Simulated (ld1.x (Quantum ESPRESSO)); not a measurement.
**Which change was made? (Pb, ultrasoft)**

| Quantity | Value |
| --- | --- |
| Element | Pb (Z = 82) |
| Generator | ld1.x (Quantum ESPRESSO) 7.5 |
| Type | ultrasoft |
| Functional | LDA (PZ) |
| Relativity | scalar-relativistic |
| Frozen core | [Xe] 4f14 5d10 |
| Valence charge | 4 |
| Reference configuration | 6s2 6p2 |
| Partial waves | 6s (bound): rcut 1.65, rcutus 2.05 bohr; 6s channel at 1.95 Ry: rcut 1.65, rcutus 2.05 bohr; 6p (bound): rcut 1.75, rcutus 2.30 bohr; 6p channel at 0.55 Ry: rcut 1.75, rcutus 2.30 bohr |
| Local potential | all-electron potential smoothed inside 2.15 bohr (lloc = -1) |
| Core correction | a·sin(br)/r model core inside 1.05 bohr |
| Augmentation charge | built from norm-conserving waves at rcut, not smoothed further |

Cutoffs, loose and tight: the cutoffs (Ry, on a coarse ladder) from which the occupation-weighted sum of valence levels, in a spherical-Bessel basis at the reference potential, stays within 10 and 1 mRy of its value at 400 Ry. They do not see the model core or the augmentation charge, which bear on the density cutoff. Test errors are all-electron minus pseudo excitation energies from the reference, over the configurations 6s2 6p1; 6s2 6p0; 6s1 6p0; 6s0 6p4; 6s2 6p2.3; 6s2 6p1.5; 6s1 6p2 (two spin-polarised tests are not counted in the largest error); variants that change the core or the reference have their own tests.

The base gives: outcome: generated; cutoff, loose: 8 Ry; cutoff, tight: 12 Ry; bound ghosts: d; largest test error (meV): -651.

(1) After one change the result is: outcome: generated; cutoff, loose: 8 Ry; cutoff, tight: 18 Ry; bound ghosts: s, p, d; largest test error (meV): -651. Which change was it?
A. local potential all-electron potential smoothed inside 1.00 bohr (lloc = -1)
B. core [Xe] 4f14, valence charge 14; reference 5d10 6s1.75 6p2.25; waves now 6s (bound): rcut 1.80, rcutus 2.15 bohr; 6s channel at 1.95 Ry: rcut 1.80, rcutus 2.15 bohr; 6p (bound): rcut 2.35, rcutus 3.15 bohr; 6p channel at 0.55 Ry: rcut 2.35, rcutus 3.15 bohr; 5d (bound): rcut 1.85, rcutus 2.15 bohr; 5d channel at -1.2 Ry: rcut 1.85, rcutus 2.15 bohr; local potential all-electron potential smoothed inside 2.90 bohr (lloc = -1); core correction a·sin(br)/r model core, default radius (core density twice the valence density)
C. waves 6s (bound): rcut 1.65, rcutus 2.70 bohr; 6s channel at 1.95 Ry: rcut 1.65, rcutus 2.70 bohr

Results:

(1) A. The others give: core [Xe] 4f14, valence charge 14; reference 5d10 6s1.75 6p2.25; waves now 6s (bound): rcut 1.80, rcutus 2.15 bohr; 6s channel at 1.95 Ry: rcut 1.80, rcutus 2.15 bohr; 6p (bound): rcut 2.35, rcutus 3.15 bohr; 6p channel at 0.55 Ry: rcut 2.35, rcutus 3.15 bohr; 5d (bound): rcut 1.85, rcutus 2.15 bohr; 5d channel at -1.2 Ry: rcut 1.85, rcutus 2.15 bohr; local potential all-electron potential smoothed inside 2.90 bohr (lloc = -1); core correction a·sin(br)/r model core, default radius (core density twice the valence density) → outcome: generated; cutoff, loose: 25 Ry; cutoff, tight: 40 Ry; bound ghosts: none; largest test error (meV): -119 | waves 6s (bound): rcut 1.65, rcutus 2.70 bohr; 6s channel at 1.95 Ry: rcut 1.65, rcutus 2.70 bohr → outcome: generated; cutoff, loose: 6 Ry; cutoff, tight: 10 Ry; bound ghosts: d; largest test error (meV): -651.
